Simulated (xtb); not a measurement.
LaCl₂, SMILES [Cl][La+][Cl], charge +1. All values are semi-empirical tight-binding results from xtb (GFN2-xTB unless named), good for trends rather than for accurate numbers. Geometry: GFN2-xTB. The spin state was assumed, not searched. The isomer is the one that the SMILES or the coordinates give; other isomers of the formula were not compared.

Optimised geometry:

Bonds (Å): La1–Cl2 2.568, La1–Cl3 2.568. Angles (°): Cl2–La1–Cl3 85.6.
Charge +1, spin multiplicity 1.

For metal compounds this method's bond lengths and energies can be far off.

```json
{
  "point_group_as_xtb_finds_it": "C2v",
  "orbital_gap": "1.62 eV",
  "zero_point_energy": "0.8 kcal/mol",
  "G − E(el) at 298.15 K (modified RRHO)": "-18.4 kcal/mol"
}
```

Give the atomic charges and the Wiberg bond orders between heavy atoms. (An estimate is asked for; the answer gives what the named calculation found.)

charges (e) La1 0.77, Cl2 0.12, Cl3 0.12. Bond orders La1–Cl2 1.09, La1–Cl3 1.09, Cl2–Cl3 0.46.
